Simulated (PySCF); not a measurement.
Geometry:
```tsv
atom	x (Å)	y (Å)	z (Å)
C1	-3.056	-0.937	0.944
C2	-2.061	0.213	0.912
C3	-0.943	0.077	-0.126
C4	-0.205	-1.257	0.050
C5	1.122	-1.452	-0.696
C6	2.378	-1.142	0.121
C7	2.672	0.321	0.403
Se8	1.279	1.311	1.350
C9	-0.008	1.294	-0.146
C10	-0.719	2.636	-0.225
H11	-3.485	-1.125	-0.055
H12	-2.601	-1.876	1.290
H13	-3.892	-0.712	1.623
H14	-1.593	0.331	1.906
H15	-2.614	1.146	0.723
H16	-1.419	0.068	-1.128
H17	-0.022	-1.407	1.128
H18	-0.897	-2.058	-0.249
H19	1.130	-0.877	-1.640
H20	1.191	-2.507	-1.004
H21	2.314	-1.687	1.079
H22	3.256	-1.556	-0.407
H23	3.569	0.418	1.033
H24	2.872	0.874	-0.529
H25	0.643	1.206	-1.029
H26	-0.002	3.443	-0.433
H27	-1.239	2.890	0.711
H28	-1.472	2.624	-1.030
```

Geometry: PBE0-D3(BJ)/def2-SVP; GIAO shifts from PySCF, gas phase, non-relativistic, averaged over equivalent atoms.

At KT2/pcSseg-1 (284 basis functions, 3 min wall time on 1 thread of an Arm Neoverse N1, shared host):
| atoms | δ (ppm) |
| --- | --- |
| C9 | 55.0 |
| C3 | 49.6 |
| C6 | 40.0 |
| C7 | 39.2 |
| C4 | 35.6 |
| C5 | 28.1 |
| C2 | 26.1 |
| C10 | 23.0 |
| C1 | 13.1 |
| Se8 | 136.8 |
| H25 | 2.94 |
| H24 | 2.50 |
| H23 | 2.48 |
| H22 | 2.26 |
| H18 | 2.05 |
| H20 | 1.79 |
| H15 | 1.47 |
| H16 | 1.45 |
| H21 | 1.43 |
| H17 | 1.40 |
| H26/H27/H28 | 1.40 |
| H19 | 1.28 |
| H14 | 1.08 |
| H11/H12/H13 | 0.92 |

Referencing at the same level of theory: ¹³C (σref 183.22) and ¹H (σref 31.18) vs TMS; Me2Se for ⁷⁷Se (σref 1721.33).

Predict the values at PBE0/pcSseg-1 on the same geometry.

Results:


| atoms | δ at PBE0/pcSseg-1 | change |
| --- | --- | --- |
| C9 | 51.7 | -3.3 |
| C3 | 46.5 | -3.1 |
| C6 | 37.3 | -2.7 |
| C7 | 37.1 | -2.1 |
| C4 | 34.0 | -1.6 |
| C5 | 26.3 | -1.8 |
| C2 | 24.6 | -1.5 |
| C10 | 22.4 | -0.6 |
| C1 | 12.9 | -0.2 |
| Se8 | 151.7 | +14.9 |
| H25 | 2.60 | -0.34 |
| H24 | 2.30 | -0.20 |
| H23 | 2.27 | -0.21 |
| H22 | 2.03 | -0.23 |
| H18 | 1.87 | -0.18 |
| H20 | 1.67 | -0.12 |
| H15 | 1.32 | -0.15 |
| H16 | 1.26 | -0.19 |
| H21 | 1.38 | -0.05 |
| H17 | 1.25 | -0.15 |
| H26/H27/H28 | 1.32 | -0.08 |
| H19 | 1.14 | -0.14 |
| H14 | 1.00 | -0.08 |
| H11/H12/H13 | 0.89 | -0.03 |

Referencing at the same level of theory: ¹³C (σ = 184.41 ppm) and ¹H (σ = 31.27 ppm) vs TMS; Me2Se for ⁷⁷Se (σ = 1769.71 ppm).

The largest change is at Se8 (selenium bonded to 2 C, in a 7-membered ring). Cost: 284 basis functions, 2.5 min wall time on 1 thread of an Arm Neoverse N1, shared host. The order of the carbon signals is the same at both levels.

Relativistic effects, spin–orbit coupling among them, are left out; they matter for Se and for the light atoms bonded to it.
